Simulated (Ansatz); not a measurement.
Coupled-cluster run, C4H4OSe.

```yaml
crystal:
  periodic: [false, false, false]
  atoms:
    - {symbol: C, position_ang: [-0.010692, -2.054927, -0.604446]}
    - {symbol: C, position_ang: [0.109819, -0.835398, -0.190019]}
    - {symbol: Se, position_ang: [1.488821, 0.862501, 1.571316]}
    - {symbol: C, position_ang: [0.228381, 0.408059, 0.195512]}
    - {symbol: C, position_ang: [-0.511096, 1.510286, -0.478283]}
    - {symbol: O, position_ang: [-1.386049, 1.348137, -1.282304]}
    - {symbol: H, position_ang: [-0.778983, -2.706012, -0.199966]}
    - {symbol: H, position_ang: [0.649682, -2.456408, -1.366246]}
    - {symbol: H, position_ang: [0.475460, 1.351541, 2.519986]}
    - {symbol: H, position_ang: [-0.182143, 2.521020, -0.162650]}
basis:
  gaussian: {orbitals: def2-TZVPP}
correlation: {method: ccsd_t}
output: {orbitals: {seedname: orbitals}}
```

```sh
$ ansatz run in.yaml --threads 4 --pin off --events-out ev --progress --plain
```

Log, shortened:

```
Functional definition: HF
1618 factors; integrals over basis functions are off by at most 6.8e-4 eV
mean field evaluation 1: about -71520.7265 eV, gradient 4.1e1 eV
mean field evaluation 2: about -71521.0947 eV, gradient 4.1e1 eV
mean field evaluation 4: about -71525.3976 eV, gradient 5.9e0 eV
mean field evaluation 8: about -71525.5429 eV, gradient 6.4e-1 eV
mean field evaluation 16: about -71525.5464 eV, gradient 2.6e-6 eV
mean field -71525.54636880 eV, -2628.5153472967 hartree, gradient 2.5e-6 eV, S^2 0.000000; 0 other end points of the search recorded, 0 dependent functions left out; unrestricted orbitals would lower it
14 core orbitals not correlated: weight in the atoms' cores, before any rotation towards them, 1.000 or more for the frozen orbitals, at most 0.000 for the correlated occupied ones
reference -71525.54636880 eV, -2628.5153472967 hartree; 21, 21 occupied and 224, 224 virtual orbitals, 1618 factors
second order -30.44056168 eV of doubles, -0.00000000 eV of singles
cycle   1  -30.02943299 eV  change    4.1e-1 eV  update   1.4e-1
cycle   2  -30.88586508 eV  change   -8.6e-1 eV  update   4.6e-2
cycle   3  -31.09805360 eV  change   -2.1e-1 eV  update   2.4e-2
cycle   4  -31.08047819 eV  change    1.8e-2 eV  update   7.0e-3
cycle   5  -31.07892015 eV  change    1.6e-3 eV  update   3.6e-3
cycle   6  -31.08180825 eV  change   -2.9e-3 eV  update   1.2e-3
cycle   7  -31.08149760 eV  change    3.1e-4 eV  update   5.9e-4
cycle   8  -31.08127681 eV  change    2.2e-4 eV  update   2.1e-4
cycle   9  -31.08138383 eV  change   -1.1e-4 eV  update   8.7e-5
cycle  10  -31.08142609 eV  change   -4.2e-5 eV  update   3.8e-5
perturbative correction -1.50094136 eV, -0.0551585777 hartree
Total energy: -71558.12873625 eV, -2629.7127272153 hartree
```

Run time 5.7 min (4 threads of a server CPU on a shared host); peak host memory 6.5 GiB.

The correlation energy is -32.582 eV, 4.6 % of it from (T); the T1 diagnostic reads 0.0138.
